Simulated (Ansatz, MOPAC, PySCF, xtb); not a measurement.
Isomers of C2H6S: 1 is C(C)S, 2 is CSC; one conformer of each (the lowest of an xTB search), B3LYP-D3(BJ)/def2-TZVP minima.
Isomer 1 (charge 0, multiplicity 1):
```csv
atom,x (Å),y (Å),z (Å)
C,-0.9177,-0.3006,-0.0828
C,0.3226,0.5682,-0.2193
S,1.6061,0.2430,1.0434
H,-1.6608,-0.0260,-0.8363
H,-1.3668,-0.1876,0.9041
H,-0.6736,-1.3553,-0.2219
H,0.7694,0.4710,-1.2085
H,0.0761,1.6218,-0.0798
H,1.8447,-1.0344,0.7012
```
Isomer 2 (charge 0, multiplicity 1):
```csv
atom,x (Å),y (Å),z (Å)
C,1.3639,0.0907,-0.1941
S,0.1933,-0.7807,0.8786
C,-1.3578,-0.1153,0.2217
H,1.2823,1.1708,-0.0674
H,1.2045,-0.1693,-1.2411
H,2.3645,-0.2240,0.0990
H,-1.4022,0.9676,0.3428
H,-2.1685,-0.5673,0.7914
H,-1.4799,-0.3725,-0.8310
```

No zero-point or thermal terms.

Rows in 3-21G, 6-31G* carry no dispersion term and start afresh at each structure (6-31G* with six Cartesian d functions). The state that PM7 reach isn't checked; PM7 holds dispersion and hydrogen-bond terms.

Codes used: Ansatz (a first-principles code) with Gaussian orbitals; MOPAC for PM7 (differences of heats of formation); PySCF for 3-21G rows, 6-31G* rows, M06-2X, the dispersion terms; xtb for the GFN methods. Each number belongs to the level named beside it.

```json
[
 {"level": "PM7", "electronic energy of isomer 2 less that of isomer 1 (kJ/mol)": "16.8"},
 {"level": "GFN2-xTB", "electronic energy of isomer 2 less that of isomer 1 (kJ/mol)": "17.6"},
 {"level": "HF/3-21G", "electronic energy of isomer 2 less that of isomer 1 (kJ/mol)": "3.7"},
 {"level": "PBE-D4/def2-TZVPP", "electronic energy of isomer 2 less that of isomer 1 (kJ/mol)": "3.9"},
 {"level": "B97M-V/def2-TZVPP", "electronic energy of isomer 2 less that of isomer 1 (kJ/mol)": "6.3"},
 {"level": "B3LYP/6-31G*", "electronic energy of isomer 2 less that of isomer 1 (kJ/mol)": "0.0"},
 {"level": "B3LYP-D3(BJ)/def2-TZVPP", "electronic energy of isomer 2 less that of isomer 1 (kJ/mol)": "5.2"},
 {"level": "M06-2X/def2-TZVPP", "electronic energy of isomer 2 less that of isomer 1 (kJ/mol)": "?"},
 {"level": "CAM-B3LYP-D4/def2-TZVPP", "electronic energy of isomer 2 less that of isomer 1 (kJ/mol)": "?"}
]
```

**Question.** What belongs in the gaps?

**Answer.** 
- M06-2X/def2-TZVPP, electronic energy of isomer 2 less that of isomer 1 (kJ/mol): 4.6
- CAM-B3LYP-D4/def2-TZVPP, electronic energy of isomer 2 less that of isomer 1 (kJ/mol): 7.0
